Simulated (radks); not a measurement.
Results of a calculation; reference values are marked as such.
Mean orbital radii <r> (bohr) of the cobalt ion Co+, [Ar] 3d8, at several levels of relativity; Dirac values are averaged over j with weights 2j + 1. Spin-unpolarised spherical Kohn-Sham, PBE, point nucleus unless stated (finite: rms radius 3.7875 fm), a radial shooting solver on a logarithmic mesh with Libxc functionals. A level marked "c x" has the speed of light scaled by that factor and shares open shells by 2j + 1; other Dirac levels either fill j = l - 1/2 first or share by 2j + 1.

shell       non-rel.  scalar-rel., finite nucleus  Dirac, c x 2  Dirac, c x 3  change of magnitude, last against first (%)
1s           0.05691                      0.05619       0.05673       0.05683                                        -0.14
2s            0.2587                       0.2554        0.2578        0.2583                                        -0.15
2p            0.2262                       0.2249        0.2259        0.2260                                        -0.07
3s            0.7875                       0.7779        0.7851        0.7864                                        -0.14
3p            0.8279                       0.8237        0.8268        0.8274                                        -0.06
3d             1.133                        1.139         1.134         1.133                                        +0.06
4s (empty)     2.797                        2.759         2.788         2.793                                        -0.15
4p (empty)     3.628                        3.606         3.623         3.626                                        -0.07
